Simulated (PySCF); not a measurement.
How methods differ on the ionisation energy of Rh

Rh [Kr] 4d8 5s1 (4F) → Rh⁺ [Kr] 4d8 (3F), as a difference of total energies. Computed with PySCF 2.14 in def2-TZVP with the def2 core potential (28 electrons) (6s4p3d1f, 40 functions), with a scalar-relativistic core potential. Correlated levels: valence: 4s2 4p6 frozen. The calculations carry no spin-orbit coupling.

```csv
method,ionisation energy (eV),error (eV)
UHF,6.309,-1.170
PBE0,7.573,+0.094
BP86,8.048,+0.569
MP2 (valence),6.953,-0.526
SCS-MP2 (valence),6.793,-0.686
```

Reference: 7.479 eV (measured; NIST levels, between the centres of gravity of the two terms).

Errors of the correlated levels include the incompleteness of this basis and the frozen core.
